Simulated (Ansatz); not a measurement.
Program: Ansatz. Geometries: PBE0-D4/def2-TZVP. ΔE: electronic, gas phase. CCSD(T)/CBS adds triple-zeta CCSD(T) − MP2 to the extrapolated MP2 energy (def2 sets, frozen cores). This one scheme is used for every species. Functionals use def2-TZVPP. One conformer a species, not always the lowest.

Reaction (cleavage of the B–B bond): `CB([SiH3])BS` + H₂S → `CB([SiH3])S` + `BS`

Is it downhill or uphill in electronic energy at CCSD(T)/CBS, and by how much? (An estimate is asked.)

Computed: Downhill: ΔE = -102.4 kJ/mol.

What do these levels give: PBE0-D4, B2PLYP, PBE, r2SCAN, HF/def2-TZVPP, CCSD/def2-TZVPP? (Estimate.)

Ansatz gave: PBE0-D4 -98.5, B2PLYP -105.1, PBE -99.0, r2SCAN -100.9, HF/def2-TZVPP -102.4, CCSD/def2-TZVPP -101.0 kJ/mol.

Largest T1 diagnostic among the species: 0.015.
